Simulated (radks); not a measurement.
The numbers below are computed, except where a source is named.
Species: Mo+. Configuration: [Ar] 3d10 4s2 4p4 4d5 5d2 (not the ground configuration). Level of theory: Dirac Kohn-Sham, PBE, spin-unpolarised, spherical densities, finite nucleus; open shells fill j = l - 1/2 first; Fermi nuclear charge, rms radius 4.4091 fm (a radial shooting solver on a logarithmic mesh with Libxc functionals).

Radial electron density D(r) = 4 pi r^2 rho(r):

```
   r/bohr * D(r) (the largest magnitude, 64, reaches the edge; | marks zero)
 0.003464 |     *
 0.004658 |         *
 0.006313 |              *
 0.008555 |                      *
  0.01159 |                              *
  0.01571 |                                       *
   0.0213 |                                            *
  0.02886 |                                            *
  0.03912 |                                        *
  0.05259 |                                      *
  0.07127 |                                            *
   0.0966 |                                                      *
   0.1309 |                                                    *
   0.1774 |                                       *
   0.2405 |                                   *
   0.3259 |                                          *
   0.4417 |                                  *
   0.5938 |                *
   0.8048 |        *
    1.091 |        *
    1.478 |     *
    2.003 | *
    2.715 |*
     3.68 *
    4.987 *
    6.705 *
    9.086 *
    12.31 *
```

D(r) has 5 maxima, at r = 0.0248, 0.110, 0.342, 0.991, 4.53 bohr, and minima at 0.0501, 0.220, 0.872, 3.48 bohr, inside which lie 2.07, 11.13, 29.50, 39.22 electrons.
